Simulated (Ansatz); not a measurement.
Breaking a bond: HF (cation, charge +1), doublet.

Levels of theory: UCCSD = CCSD on UHF/aug-cc-pVDZ, frozen core (Ansatz, a quantum-chemistry and plane-wave program); ROCCSDT(Q) = CCSDT(Q)/B on ROHF/aug-cc-pVDZ, frozen core (Ansatz); UCCSD(T) = Ansatz with CCSD(T) on UHF/aug-cc-pVDZ, frozen core; UCCSDT(Q) = CCSDT(Q) on UHF/aug-cc-pVDZ, frozen core (Ansatz); ROCCSD(T) = CCSD(T) on ROHF/aug-cc-pVDZ, frozen core in Ansatz.

Energies are in kJ/mol, each relative to the lowest point of its own curve between 0.84 and 1.19 Å, where full CI is lowest.

```json
[
 {"R / Å": "0.64", "UCCSD": "634.6", "ROCCSDT(Q)": "636.8", "UCCSD(T)": "636.4", "UCCSDT(Q)": "636.8", "ROCCSD(T)": "636.4"},
 {"R / Å": "0.68", "UCCSD": "439.1", "ROCCSDT(Q)": "441.1", "UCCSD(T)": "440.8", "UCCSDT(Q)": "441.1", "ROCCSD(T)": "440.8"},
 {"R / Å": "0.73", "UCCSD": "267.2", "ROCCSDT(Q)": "268.9", "UCCSD(T)": "268.6", "UCCSDT(Q)": "268.9", "ROCCSD(T)": "268.6"},
 {"R / Å": "0.77", "UCCSD": "172.2", "ROCCSDT(Q)": "173.6", "UCCSD(T)": "173.4", "UCCSDT(Q)": "173.6", "ROCCSD(T)": "173.4"},
 {"R / Å": "0.79", "UCCSD": "135.6", "ROCCSDT(Q)": "137.0", "UCCSD(T)": "136.7", "UCCSDT(Q)": "137.0", "ROCCSD(T)": "136.8"},
 {"R / Å": "0.84", "UCCSD": "68.9", "ROCCSDT(Q)": "69.9", "UCCSD(T)": "69.8", "UCCSDT(Q)": "69.9", "ROCCSD(T)": "69.8"},
 {"R / Å": "0.87", "UCCSD": "42.3", "ROCCSDT(Q)": "43.2", "UCCSD(T)": "43.1", "UCCSDT(Q)": "43.2", "ROCCSD(T)": "43.1"},
 {"R / Å": "0.89", "UCCSD": "29.0", "ROCCSDT(Q)": "29.8", "UCCSD(T)": "29.7", "UCCSDT(Q)": "29.8", "ROCCSD(T)": "29.7"},
 {"R / Å": "0.92", "UCCSD": "14.6", "ROCCSDT(Q)": "15.1", "UCCSD(T)": "15.0", "UCCSDT(Q)": "15.1", "ROCCSD(T)": "15.0"},
 {"R / Å": "0.95", "UCCSD": "5.5", "ROCCSDT(Q)": "5.8", "UCCSD(T)": "5.8", "UCCSDT(Q)": "5.8", "ROCCSD(T)": "5.8"},
 {"R / Å": "0.99", "UCCSD": "0.0", "ROCCSDT(Q)": "0.0", "UCCSD(T)": "0.0", "UCCSDT(Q)": "0.0", "ROCCSD(T)": "0.0"},
 {"R / Å": "1.05", "UCCSD": "1.9", "ROCCSDT(Q)": "1.5", "UCCSD(T)": "1.5", "UCCSDT(Q)": "1.5", "ROCCSD(T)": "1.5"},
 {"R / Å": "1.10", "UCCSD": "9.8", "ROCCSDT(Q)": "9.0", "UCCSD(T)": "9.1", "UCCSDT(Q)": "9.0", "ROCCSD(T)": "9.1"},
 {"R / Å": "1.19", "UCCSD": "32.7", "ROCCSDT(Q)": "31.2", "UCCSD(T)": "31.4", "UCCSDT(Q)": "31.2", "ROCCSD(T)": "31.4"},
 {"R / Å": "1.29", "UCCSD": "64.6", "ROCCSDT(Q)": "62.4", "UCCSD(T)": "62.7", "UCCSDT(Q)": "62.4", "ROCCSD(T)": "62.7"},
 {"R / Å": "1.40", "UCCSD": "101.9", "ROCCSDT(Q)": "99.2", "UCCSD(T)": "99.5", "UCCSDT(Q)": "99.2", "ROCCSD(T)": "99.5"},
 {"R / Å": "1.55", "UCCSD": "150.8", "ROCCSDT(Q)": "147.6", "UCCSD(T)": "147.9", "UCCSDT(Q)": "147.5", "ROCCSD(T)": "147.9"},
 {"R / Å": "1.74", "UCCSD": "203.9", "ROCCSDT(Q)": "200.6", "UCCSD(T)": "200.9", "UCCSDT(Q)": "200.5", "ROCCSD(T)": "200.8"},
 {"R / Å": "1.94", "UCCSD": "246.9", "ROCCSDT(Q)": "244.2", "UCCSD(T)": "244.5", "UCCSDT(Q)": "244.0", "ROCCSD(T)": "244.4"},
 {"R / Å": "2.22", "UCCSD": "287.0", "ROCCSDT(Q)": "285.5", "UCCSD(T)": "285.7", "UCCSDT(Q)": "285.4", "ROCCSD(T)": "285.6"},
 {"R / Å": "2.54", "UCCSD": "312.2", "ROCCSDT(Q)": "311.7", "UCCSD(T)": "311.8", "UCCSDT(Q)": "311.6", "ROCCSD(T)": "311.7"},
 {"R / Å": "2.99", "UCCSD": "327.3", "ROCCSDT(Q)": "327.5", "UCCSD(T)": "327.5", "UCCSDT(Q)": "327.5", "ROCCSD(T)": "327.5"}
]
```
